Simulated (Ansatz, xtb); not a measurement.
Relative energy of two isomers of C2H6BFN2

Structure I is `C=NCB(N)F`, a singlet and structure II is `C=C(F)B(N)N`, a singlet. Both are isolated molecules in the gas phase, relaxed with B3LYP-D3(BJ)/def2-SVP; the shapes shown needn't be the lowest conformers.

I (Å):

```xyz
12

C     0.1394    0.0198   -2.1684
C     1.0242    1.5391   -0.6197
B     0.2985    1.9999    0.7161
F     0.4555    3.2739    1.1235
N     0.6195    0.2065   -1.0132
N    -0.4681    1.1159    1.4693
H     0.0316    0.8273   -2.9225
H    -0.1934   -0.9855   -2.4667
H     0.8920    2.2994   -1.4204
H     2.1063    1.5201   -0.3825
H    -0.5590    0.1504    1.1741
H    -0.9236    1.3597    2.3400
```

II (Å):

```yaml
atoms:
  - { symbol: C, position_ang: [-1.6366, -1.3149, -1.4378] }
  - { symbol: C, position_ang: [-1.3561, -0.0229, -1.2481] }
  - { symbol: B, position_ang: [-0.5231, 0.6527, -0.0801] }
  - { symbol: F, position_ang: [-1.8592, 0.8744, -2.1434] }
  - { symbol: N, position_ang: [0.2483, -0.1513, 0.7927] }
  - { symbol: N, position_ang: [-0.6181, 2.0567, 0.0312] }
  - { symbol: H, position_ang: [-2.2410, -1.6507, -2.2843] }
  - { symbol: H, position_ang: [-1.2717, -2.0643, -0.7335] }
  - { symbol: H, position_ang: [0.7835, 0.2191, 1.5671] }
  - { symbol: H, position_ang: [0.3778, -1.1435, 0.6532] }
  - { symbol: H, position_ang: [-1.1838, 2.5876, -0.6178] }
  - { symbol: H, position_ang: [-0.1347, 2.6169, 0.7204] }
```

Q: Which of the two would you expect CCSD(T)/def2-SVP + ΔMP2/def2-TZVPP electronic energies to favour?

A: Structure I; the calculation gives E(II) − E(I) = +0.434 eV.

How the difference moves with the method:

```csv
level,geometry,E(II) − E(I) (eV),departure from the last row (eV),"job, with rough time for the two"
GFN2-xTB,GFN2-xTB,+0.733,+0.299,"optimisation, 0.66 s"
HF/STO-3G,GFN2-xTB,+0.471,+0.037,"single point, 0.55 s"
r2SCAN-D4/def2-SVP,GFN2-xTB,+0.391,−0.043,"single point, 3.9 s"
B3LYP-D3(BJ)/def2-SVP,B3LYP-D3(BJ)/def2-SVP,+0.464,+0.030,"optimisation, 93 s"
HF/def2-SVP,B3LYP-D3(BJ)/def2-SVP,+0.523,+0.089,part of the CCSD(T) run
MP2/def2-SVP,B3LYP-D3(BJ)/def2-SVP,+0.611,+0.177,part of the CCSD(T) run
CCSD(T)/def2-SVP,B3LYP-D3(BJ)/def2-SVP,+0.606,+0.172,single point
CCSD(T)/def2-SVP + ΔMP2/def2-TZVPP,B3LYP-D3(BJ)/def2-SVP,+0.434,,"single point, 57 s"
```

As drawn, II has 1 C=C, 1 C–F, 1 B–N, 2 N–H in place of 1 C=N, 1 C–N, 1 B–F, 2 C–H.

The levels shown agree on the order. The largest departure from CCSD(T)/def2-SVP + ΔMP2/def2-TZVPP is that of GFN2-xTB, 0.299 eV. The last row adds to CCSD(T) the change of the MP2 difference between the two basis sets, here −0.172 eV, a large step that makes the value less sure.

With thermal terms from frequencies at re-optimised GFN2-xTB minima (ideal gas, soft modes damped towards free rotors, one conformer each, 298.15 K, 1 atm): the zero-point term adds +0.005 eV; ΔH is +0.447 and ΔG +0.451 eV.

The correlated steps freeze 6 core orbitals. Programs: Ansatz 0.2.0, xtb 6.7.1; the last row on 2 threads of Intel(R) Xeon(R) Processor @ 2.70GHz on a shared host.
